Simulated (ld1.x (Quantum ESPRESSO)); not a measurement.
## Before and after: TM semilocal potential for Sn

| Item | Value |
| --- | --- |
| Element | Sn |
| Generator | ld1.x (Quantum ESPRESSO) 7.5 |
| Type | norm-conserving Troullier–Martins (semilocal form) |
| Functional | PBE |
| Relativity | scalar-relativistic |
| Frozen core | [Kr] |
| Valence charge | 14 |
| Reference configuration | 4d10 5s2 5p2 |
| Partial waves | 5s (bound): rc 1.50 bohr; 4d (bound): rc 1.35 bohr; 5p (bound): rc 2.25 bohr |
| Local potential | the p channel |
| Core correction | none |

All-electron outer shells of the reference configuration (PBE, scalar-relativistic, ld1.x):

```tsv
shell	level (eV)	outermost node (bohr)	outermost maximum (bohr)
4s	-133.93	0.40	0.74
4p	-89.70	0.41	0.79
4d	-25.84	0.39	0.88
5s	-10.55	0.98	2.01
5p	-3.69	1.09	2.55
```

Change: all radii scaled by about 0.85 (s 1.28, p 1.92, d 1.16 bohr).

Cutoffs: the cutoffs (Ry, on a coarse ladder) from which the occupation-weighted sum of valence levels, in a spherical-Bessel basis at the reference potential, stays within 10 and 1 mRy of its value at 400 Ry; they do not see the model core or the augmentation charge, which bear on the density cutoff. Errors are all-electron minus pseudo energies relative to the spin-unpolarised reference configuration.

What does the change do?

A bound ghost appears in s, which as a rule spoils a file; the number of tests that count goes from 7 to 0. A semilocal file is local in each channel, so a ghost entry of none says nothing of the separable form that plane-wave codes build from it.

| quantity | base | changed |
| --- | --- | --- |
| cutoff, loose | 90 Ry | 140 Ry |
| cutoff, tight | 160 Ry | over 300 Ry |
| loose cutoff by channel (10 mRy a level) | s 35 Ry, d 80 Ry, p 6 Ry | s 140 Ry, d 80 Ry, p 6 Ry |
| bound ghosts | none | s |
| tests counted (converged, no solver errors) | 7 of 7 | 0 of 7 |

Changed file: Tests not counted: all (the test run did not reproduce the reference configuration, from which every error is measured). A true bound ghost makes a file unfit for plane-wave use even where its test errors are small: the radial tests pick states by their node count and pass the ghost by. Where a test does run into it, the solver fails or the error is huge.
